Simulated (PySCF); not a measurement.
SMILES CC(C)(C)CBr (GFN2-xTB optimised geometry):

```
17

C      1.372    -0.104     0.000
C     -0.161    -0.104     0.000
C     -0.673    -0.842    -1.237
C     -0.673     1.337     0.000
C     -0.603    -0.826     1.272
Br    -2.542    -0.939     1.477
H      1.742     0.397    -0.891
H      1.761     0.419     0.872
H      1.760    -1.120     0.007
H     -0.320    -0.350    -2.140
H     -1.760    -0.854    -1.259
H     -0.316    -1.871    -1.247
H     -0.315     1.862    -0.882
H     -0.323     1.871     0.882
H     -1.761     1.361    -0.008
H     -0.248    -1.857     1.281
H     -0.243    -0.311     2.162
```

Calculation: PBE0/def2-SVP (PySCF).

What are the frontier orbital energies and the dipole moment?

HOMO-2 -9.25 eV, HOMO-1 -7.68 eV, HOMO -7.64 eV, LUMO 0.48 eV, LUMO+1 1.64 eV; dipole moment 1.98 D.

Meta-Löwdin charges at PBE0/def2-SVP: C1 -0.30, C2 0.08, C3 -0.30, C4 -0.30, C5 -0.16, Br6 -0.13, H7 0.10, H8 0.10, H9 0.10, H10 0.10, H11 0.11, H12 0.09, H13 0.10, H14 0.09, H15 0.11, H16 0.12, H17 0.12.
